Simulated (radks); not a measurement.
All-electron atom: Sm II in [Xe] 4f6 7p1 (not the ground configuration). Method: Dirac Kohn-Sham, BLYP, spin-unpolarised, spherical densities, finite nucleus; open shells fill j = l - 1/2 first; Fermi nuclear charge, rms radius 5.0819 fm; computed with a radial shooting solver on a logarithmic mesh with Libxc functionals. Some entries of the table are withheld. Estimate them.

| orbital | occ. | eigenvalue (hartree) | <r> (bohr) | <1/r> (bohr^-1) |
|---|---|---|---|---|
| 1s1/2 | 2 | -1714.033 | 0.02274 | 68.81 |
| 2s1/2 | 2 | -280.2466 | 0.09649 | 16.35 |
| 2p1/2 | 2 | -265.6871 | 0.08072 | (1) |
| 2p3/2 | 4 | -243.5243 | 0.08735 | (2) |
| 3s1/2 | 2 | (3) | 0.2546 | 5.944 |
| 3p1/2 | 2 | -55.37870 | (4) | (5) |
| 3p3/2 | 4 | -50.89197 | (6) | (7) |
| 3d3/2 | 4 | -40.00326 | 0.2286 | 5.286 |
| 3d5/2 | 6 | -39.02860 | 0.2326 | 5.174 |
| 4s1/2 | 2 | -12.51751 | 0.5793 | 2.476 |
| 4p1/2 | 2 | -10.11335 | 0.5934 | 2.370 |
| 4p3/2 | 4 | -9.12792 | 0.6225 | 2.219 |
| 4d3/2 | 4 | -5.17061 | 0.6653 | 1.998 |
| 4d5/2 | 6 | -4.99474 | 0.6757 | 1.961 |
| 5s1/2 | 2 | -1.94131 | 1.409 | 0.9440 |
| 5p1/2 | 2 | -1.29722 | 1.589 | 0.8281 |
| 5p3/2 | 4 | -1.16637 | 1.683 | 0.7747 |
| 4f5/2 | 6 | -0.44720 | 0.9931 | 1.368 |
| 7p1/2 | 1 | -0.12490 | (8) | 0.1395 |

Answer. 
(1) 2p1/2 <1/r> (bohr^-1): 16.34
(2) 2p3/2 <1/r> (bohr^-1): 14.56
(3) 3s1/2 eigenvalue (hartree): -61.65016
(4) 3p1/2 <r> (bohr): 0.2442
(5) 3p1/2 <1/r> (bohr^-1): 5.859
(6) 3p3/2 <r> (bohr): 0.2569
(7) 3p3/2 <1/r> (bohr^-1): 5.412
(8) 7p1/2 <r> (bohr): 9.143
